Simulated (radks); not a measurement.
Values are calculated unless marked as measured or tabulated.
Q: These are the eigenvalues of the occupied orbitals of an atom or ion with whole-number occupations (hartree). Code: a radial shooting solver on a logarithmic mesh with Libxc functionals. Model: scalar-relativistic Kohn-Sham, SCAN, spin-unpolarised, spherical densities, finite nucleus; meta-GGA in the generalised Kohn-Sham scheme; Fermi nuclear charge, rms radius of each element as measured or else 0.836 A^(1/3) + 0.57 fm.

1s: -351.2069
2s: -43.07574
2p: -37.27396
3s: -4.99972
3p: -3.25028
3d: -0.46509
4s: -0.27792
4p: -0.07607

Which element is it, and in what charge state? The configuration may be excited.

A: Z = 30, zinc, charge 0: Zn in [Ar] 3d10 4s1 4p1. The list shows which subshells hold electrons but not how many an open one holds; the 1s level, -351.21 hartree, gives Z - s = 26.5 by -(Z - s)^2/2, which with screening and relativity narrows Z to a few neighbours, and the depths of the outer levels then fix element, charge and occupations together.
